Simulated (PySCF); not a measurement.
Computed shifts of a molecule C3H9NOSi, PBE/pcSseg-1 in PySCF, GIAO, gas phase, atoms alike by connectivity averaged where their shifts nearly agree, in ppm (number of nuclei): ¹³C: 158.3 (1), 134.8 (1), 28.9 (1). ²⁹Si: -30.1 (1). ¹⁵N: 39.0 (1). ¹H: 6.89 (1), 6.11 (1), 5.46 (1), 2.22 (3), 1.15 (2), 0.99 (1). References: ¹³C against TMS (σ = 182.0 ppm); ²⁹Si against TMS (σ = 335.4 ppm); ¹⁵N against NH3 (σ = 267.0 ppm); ¹⁷O against H2O (σ = 334.3 ppm); ¹H against TMS (σ = 31.49 ppm), references at their B3LYP-D3(BJ)/def2-TZVP geometries, non-relativistic. Geometry: ωB97X-D3(BJ)/def2-SVP. Other conformers were not sampled.

Task: Pick the molecule that these values belong to.
A) C/C=C/[Si@@H](N)O
B) C=C(CN)O[SiH3]
C) C/N=C\[SiH2]OC
D) NC1([SiH2]O)CC1

Result: A, C/C=C/[Si@@H](N)O
